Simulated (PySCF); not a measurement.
**How methods differ on the ionisation energy of Ti⁺**

Ti⁺ [Ar] 3d2 4s1 (4F) → Ti²⁺ [Ar] 3d2 (3F), as a difference of total energies. All numbers are calculated (PySCF 2.14, the spin-free X2C one-electron Hamiltonian (Gaussian nucleus), in x2c-TZVPPall (6s5p4d2f1g, 64 functions)). Correlated levels: valence: [Ar] frozen; valence and next inner shell: [Ne] frozen. The calculations carry no spin-orbit coupling.

```csv
method,ionisation energy (eV),error (eV)
UHF,12.941,-0.634
LDA,14.191,+0.616
PBE,13.998,+0.423
PBE0,13.780,+0.205
r2SCAN,13.826,+0.251
TPSSh,13.628,+0.053
BHandHLYP,13.582,+0.007
PBEsol,13.933,+0.358
M06,13.249,-0.326
MP2 (valence),13.116,-0.459
SCS-MP2 (valence),13.000,-0.575
MP2 (valence and next inner shell),13.547,-0.028
SCS-MP2 (valence and next inner shell),13.379,-0.196
```

Reference: 13.575 eV (measured; NIST Atomic Spectra Database, ionization energies).

Errors of the correlated levels include the incompleteness of this basis and the frozen core.
